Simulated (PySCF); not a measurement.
Relaxation of singlet LaSF

All numbers come from PySCF, PBE0, basis La def2-TZVP with ECP46, S def2-TZVP, F def2-TZVP (scalar-relativistic core potentials, no spin–orbit coupling, density fitting). A (50,194) grid was used.

A hand-made bent start, of Cs symmetry, held to at least that symmetry:

```xyz
3
charge 0 multiplicity 1, angstrom
La    0.1214    0.0000   -0.3651
S    -1.7872    0.0000    0.9713
F     2.1201    0.0000    1.0344
```

At each step, columns x, y, z (Å) and Fx, Fy, Fz (eV/Å):

```
step 0  E − E(last) = 54.06 kJ/mol
La   0.121   0.000  -0.365   3.614   0.000   0.519
S   -1.787   0.000   0.971  -1.603   0.000   1.023
F    2.120   0.000   1.034  -2.011   0.000  -1.541
step 1  E − E(last) = 15.93 kJ/mol
La   0.194   0.000  -0.331   1.859   0.000   0.843
S   -1.814   0.000   0.979  -0.426   0.000   0.239
F    2.074   0.000   0.992  -1.433   0.000  -1.083
step 2  E − E(last) = 8.57 kJ/mol
La   0.299   0.000  -0.260  -1.693   0.000  -1.154
S   -1.821   0.000   0.981   0.267   0.000  -0.024
F    1.976   0.000   0.920   1.426   0.000   1.178
step 3  E − E(last) = 0.69 kJ/mol
La   0.249   0.000  -0.303   0.368   0.000   0.236
S   -1.811   0.000   0.984  -0.001   0.000   0.024
F    2.016   0.000   0.960  -0.368   0.000  -0.260
step 4  E − E(last) = 0.05 kJ/mol
La   0.259   0.000  -0.302   0.066   0.000   0.044
S   -1.805   0.000   0.987   0.026   0.000   0.012
F    2.001   0.000   0.956  -0.093   0.000  -0.056
step 5  E − E(last) = 0.00 kJ/mol
La   0.262   0.000  -0.305  -0.021   0.000  -0.015
S   -1.798   0.000   0.989   0.018   0.000   0.011
F    1.991   0.000   0.957   0.003   0.000   0.004
step 6  E − E(last) = 0.00 kJ/mol
La   0.262   0.000  -0.308  -0.015   0.000  -0.010
S   -1.795   0.000   0.990   0.008   0.000   0.011
F    1.988   0.000   0.958   0.007   0.000  -0.001
```

It ends at Cs with La–F 2.139 Å, La–S 2.432 Å; F–La–S 110.8° (after a last refinement on a finer grid). A frequency run shows a minimum. Other isomers or separated fragments may lie lower.
